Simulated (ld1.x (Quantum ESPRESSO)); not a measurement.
## How hard is this calcium TM potential?

| Quantity | Value |
| --- | --- |
| Element | calcium |
| Generator | ld1.x (Quantum ESPRESSO) 7.5 |
| Type | norm-conserving Troullier–Martins (Kleinman–Bylander form) |
| Functional | LDA (PZ) |
| Relativity | scalar-relativistic |
| Frozen core | [Ar] |
| Valence charge | 2 |
| Reference configuration | 3d1 4s1 4p0 |
| Partial waves | 4p (bound, empty): rc 4.20 bohr; 3d (bound): rc 2.80 bohr; 4f channel at 0.4 Ry: rc 3.65 bohr; 4s (bound): rc 2.50 bohr |
| Local potential | the s channel |
| Core correction | none |

The pseudo-atom Hamiltonian at the reference potential is diagonalised in spherical Bessel functions j_l(qr) that vanish at 20 bohr, with q² up to the cutoff. All-electron valence levels (Ry): 4p -0.0931, 3d -0.0630, 4s -0.2504.

**Question.** How do the lowest levels (Ry) of each channel move with the cutoff, and are there ghosts?

**Answer.**

```json
{"cutoff (Ry)": "8", "p #1": "-0.0930", "p #2": "0.0350", "d #1": "0.0152", "d #2": "0.0954", "f #1": "0.0833", "f #2": "0.1984", "s #1": "-0.2457", "s #2": "-0.0067", "Σ f·Δε (mRy)": "82.9"}
{"cutoff (Ry)": "12", "p #1": "-0.0930", "p #2": "0.0350", "d #1": "0.0073", "d #2": "0.0792", "f #1": "0.0833", "f #2": "0.1984", "s #1": "-0.2495", "s #2": "-0.0076", "Σ f·Δε (mRy)": "71.1"}
{"cutoff (Ry)": "18", "p #1": "-0.0930", "p #2": "0.0350", "d #1": "-0.0400", "d #2": "0.0449", "f #1": "0.0833", "f #2": "0.1984", "s #1": "-0.2498", "s #2": "-0.0077", "Σ f·Δε (mRy)": "23.6"}
{"cutoff (Ry)": "21", "p #1": "-0.0930", "p #2": "0.0350", "d #1": "-0.0541", "d #2": "0.0415", "f #1": "0.0833", "f #2": "0.1984", "s #1": "-0.2501", "s #2": "-0.0078", "Σ f·Δε (mRy)": "9.2"}
{"cutoff (Ry)": "30", "p #1": "-0.0930", "p #2": "0.0350", "d #1": "-0.0627", "d #2": "0.0399", "f #1": "0.0833", "f #2": "0.1984", "s #1": "-0.2503", "s #2": "-0.0078", "Σ f·Δε (mRy)": "0.4"}
{"cutoff (Ry)": "40", "p #1": "-0.0930", "p #2": "0.0350", "d #1": "-0.0629", "d #2": "0.0398", "f #1": "0.0833", "f #2": "0.1984", "s #1": "-0.2504", "s #2": "-0.0078", "Σ f·Δε (mRy)": "0.1"}
{"cutoff (Ry)": "400", "p #1": "-0.0930", "p #2": "0.0350", "d #1": "-0.0630", "d #2": "0.0398", "f #1": "0.0833", "f #2": "0.1984", "s #1": "-0.2504", "s #2": "-0.0078", "Σ f·Δε (mRy)": "0.0"}
```

Result: no extra level below or beside the all-electron valence levels (p, d, f, s tested); 10 mRy is reached at 21 Ry and 1 mRy at 30 Ry.

Its largest configuration-test error is +425 meV.
